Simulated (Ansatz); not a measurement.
phosphine (H$_{3}$P), singlet, at a GFN2-xTB geometry; PBE0/6-311G** run with Ansatz (a first-principles code).

Ansatz was given this input:
Ansatz 0.2 input:
```yaml
crystal:
  periodic: [false, false, false]
  atoms:
    - {symbol: P, position_ang: [-0.00172480, 0.00404332, 0.12796810]}
    - {symbol: H, position_ang: [-0.00586361, 1.13365438, -0.67649381]}
    - {symbol: H, position_ang: [1.01556265, -0.58418525, -0.60844934]}
    - {symbol: H, position_ang: [-0.98382709, -0.61011888, -0.63457837]}
basis:
  gaussian:
    orbitals: 6-311G__.json
hamiltonian:
  xc: pbe0
```
The basis file holds 6-311G** in the JSON format of the Basis Set Exchange.

It wrote (shortened):

```
Functional definition: PBE0
400 factors; their error is unknown
mean field evaluation 1: about -9333.3212 eV, gradient 1.2e1 eV
mean field evaluation 2: about -9333.5864 eV, gradient 9.3e0 eV
mean field evaluation 4: about -9333.7818 eV, gradient 1.5e-1 eV
mean field evaluation 8: about -9333.7776 eV, gradient 8.8e-3 eV
mean field -9333.77757575 eV, -343.0099992471 hartree, gradient 5.4e-5 eV, S^2 0.000000; 0 other end points of the search recorded, 0 dependent functions left out
reference -9333.77759914 eV, -343.0100001067 hartree; 9, 9 occupied and 36, 36 virtual orbitals, 400 factors
Total energy: -9333.77759914 eV, -343.0100001067 hartree
```
